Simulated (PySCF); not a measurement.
C₂H₈GeSe. Atoms are numbered in the order given.

```xyz
12

Se     0.5139     0.4616     0.8233
C      1.8087    -0.6310    -0.1800
C      2.0405    -0.1829    -1.6074
H      1.4767    -1.6784    -0.1252
H      2.7292    -0.5519     0.4179
H      2.3642     0.8675    -1.6484
H      1.1279    -0.2737    -2.2165
H      2.8192    -0.8024    -2.0822
Ge    -1.4230    -0.2263    -0.3124
H     -1.4233    -1.7644    -0.4155
H     -2.6122     0.2627     0.5291
H     -1.5139     0.3706    -1.7305
```

Geometry optimised at PBE0-D3(BJ)/def2-SVP. The structure was generated by enumeration, and PubChem lists no compound with its InChIKey, so it may never have been made. The values are those of a single conformer.

Calculation: PBE/def2-TZVP run with PySCF.

Gas-phase values at a fixed geometry.

Q: Estimate the frontier levels, gap, dipole moment and polarisability. (An estimate is asked for; the answer gives what the named calculation found.)

A: 
| Property | Result |
|---|---|
| highest occupied level | -5.34 eV |
| lowest empty level | -1.02 eV |
| orbital gap | 4.31 eV |
| dipole moment | 1.46 D |
| quadrupole, principal values (traceless, Buckingham form, about the centre of nuclear charge) | -3.42, -2.22, 5.64 D·Å |
| mean static polarisability | 86.5 bohr³ (12.82 Å³) |
| polarisability, principal values | 70.6, 85.2, 103.9 bohr³ |
